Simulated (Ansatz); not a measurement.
Molecule: sum formula H5SiN2O2 (charge 0, doublet). It need not be the lowest isomer of its formula. 
Geometry from a B3LYP-D3(BJ)/def2-TZVP (Ansatz, an electronic-structure program) optimisation:
```
Si
O 1 1.6341
H 2 0.9605 1 116.95
O 1 1.6504 2 104.52 3 -30.31
H 4 0.9597 1 118.50 2 -169.95
N 1 1.7022 2 106.64 3 -154.05
H 6 1.0051 1 123.11 2 -137.41
H 6 1.0071 7 112.51 1 -161.61
N 1 1.7427 2 112.31 3 85.59
H 9 1.0217 1 115.88 2 164.25
```
Charge 0, spin multiplicity 2.

Dipole moments at this geometry, in debye (magnitudes).

```
level                    program  dipole (D)
-----------------------  -------  ----------
r2SCAN/def2-TZVPD         Ansatz        2.69
PBE0/def2-TZVPD           Ansatz        2.67
r2SCANh/def2-TZVPD        Ansatz        2.68
HSE06/def2-TZVPD          Ansatz        2.67
wB97X-V/def2-TZVPD        Ansatz        2.69
CCSD(T)/aug-cc-pV(D+d)Z   Ansatz        2.62
```
